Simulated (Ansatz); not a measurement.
Gas-phase electronic energies from Ansatz, PBE0-D4/def2-TZVP geometries. CCSD(T)/CBS is the MP2 limit (def2-TZVPP, def2-QZVPP) plus CCSD(T) − MP2 in def2-TZVPP, frozen cores. This one scheme is used for every species. Functionals use def2-TZVPP. def2 core potentials past Kr. For In, Se outer-core shells are correlated without core-valence functions, which leaves a few kJ/mol of doubt a bond. Scalar relativity is left out up to krypton. Each species was taken in one conformer, which may not be the lowest.

`[F][In]([F])[Cl]` + H₂Se → `[F][In]([Cl])[SeH]` + H–F  (ligand exchange at the In–F bond)

`[F][In]([F])[Cl]`:

```xyz
4

F    -1.907   -0.345    0.225
In   -0.036    0.018   -0.031
F     0.370    1.121   -1.553
Cl    1.573   -0.795    1.359
```

H₂Se:

```xyz
3

Se    0.473   -0.292   -0.399
H     0.137    1.093   -0.050
H    -0.610   -0.801    0.449
```

`[F][In]([Cl])[SeH]`:

```xyz
5

F    -1.457    0.663   -1.266
In   -0.212   -0.460   -0.295
Cl   -0.324   -2.690   -0.846
Se    1.291    0.587    1.356
H     0.701    1.899    1.050
```

H–F:

Z-matrix (Å, degrees):
```
F
H 1 0.920
```

| level | ΔE (kJ/mol) |
| --- | --- |
| BLYP | -57.8 |
| BHLYP | -69.2 |
| CCSD/def2-SVP | -58.4 |
| SCS-MP2/def2-QZVPP | -73.7 |

What does CCSD(T)/CBS give? (Estimate.)

Computed: -77.7 kJ/mol. The listed levels differ from it by 19.9, 8.5, 19.3, 4.0 kJ/mol.

Largest T1 diagnostic among the species: 0.016.

From PBE to PBE0 (25 % exact exchange), in def2-TZVPP and without D4, ΔE moves by −7.5 kJ/mol. Leaving LDA and LC-ωPBE aside and taking each functional with its dispersion term where it has one, the values, not all of them listed here, spread over 22.9 kJ/mol, from PBE-QIDH to B97M-V. LDA lies −11.4 kJ/mol from PBE without D4.
